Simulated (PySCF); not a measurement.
# Spinor energies of Cs²⁵⁺ (caesium, charge +25)

Start: [Ar] 3d10 4s2. Calculated with PySCF 2.14 in an uncontracted even-tempered set (19 s from 0.8 bohr⁻², ratio 2.6; 15 p from 1 bohr⁻², ratio 2.6; 10 d from 1 bohr⁻², ratio 2.6; 6 f from 1.1 bohr⁻², ratio 2.8): generalised Hartree-Fock with the X2C-1e Hamiltonian and a Gaussian nucleus; spin-orbit coupling (SO) screened by Boettger's factors.

```tsv
spinor shell	electrons	ε, screened SO (eV)	weight of nominal j (screened SO)	rms radius, screened SO (bohr)
1s1/2	2	-36968.8	1.000	0.0298
2s1/2	2	-6567.8	1.000	0.121
2p1/2	2	-6216.2	1.000	0.104
2p3/2	4	-5859.4	1.000	0.110
3s1/2	2	-1990.9	1.000	0.313
3p1/2	2	-1842.0	1.000	0.305
3p3/2	4	-1769.4	1.000	0.317
3d3/2	4	-1517.2	1.000	0.286
3d5/2	6	-1501.9	1.000	0.290
4s1/2	2	-874.42	1.000	0.660
```

```
   quantity  screened SO
E (hartree)  -7488.20681
        M_J            0
       ⟨J²⟩        0.000
       ⟨L²⟩        0.017
       ⟨S²⟩        0.017
```

Breit and QED terms are absent; they matter most for the inner s and p1/2 levels.

Densities and radii are taken from the X2C orbitals without a picture-change correction, which distorts them close to the nucleus.
